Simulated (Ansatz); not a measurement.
`N=C(Cl)[SiH2][SiH3]` + `O[SiH3]` → `[SiH3]O[SiH2][SiH3]` + `N=CCl`  (ligand exchange at the Si–C bond)

Computed with Ansatz on PBE0-D4/def2-TZVP structures; ΔE is electronic, products minus reactants. CCSD(T)/CBS is the MP2 limit (def2-TZVPP, def2-QZVPP) plus CCSD(T) − MP2 in def2-TZVPP, frozen cores. This one scheme is used for every species. DFT in def2-TZVPP. B3LYP here is the variant with VWN-RPA as its local correlation; programs differ in this. Each species was taken in one conformer, which may not be the lowest.

```tsv
level	ΔE (kcal/mol)
ωB97M-V	-23.2
B2PLYP	-24.1
r2SCAN	-22.5
B3LYP	-24.3
CAM-B3LYP	-25.4
RPA@PBE/def2-TZVPP	-23.3
SCS-MP2/def2-TZVPP	-24.4
HF/CBS(def2)	-30.3
```

(1) What does CCSD(T)/CBS give? (An estimate is asked.)

Largest T1 diagnostic among the species: 0.014.

## Answers

(1) Computed: -23.1 kcal/mol. The listed levels differ from it by -0.1, -1.0, 0.6, -1.2, -2.3, -0.2, -1.3, -7.2 kcal/mol.

From BLYP to BHLYP (50 % exact exchange), in def2-TZVPP and without D4, ΔE moves by −3.8 kcal/mol. In def2-TZVPP, CCSD(T) changes the Hartree–Fock value by +6.4 kcal/mol (the triples alone add +1.3 kcal/mol) and MP2 by +6.7 kcal/mol.

CCSD(T)/CBS has its own doubt, a few kJ/mol and more with outer-core shells, so smaller differences from it don't rank the levels.
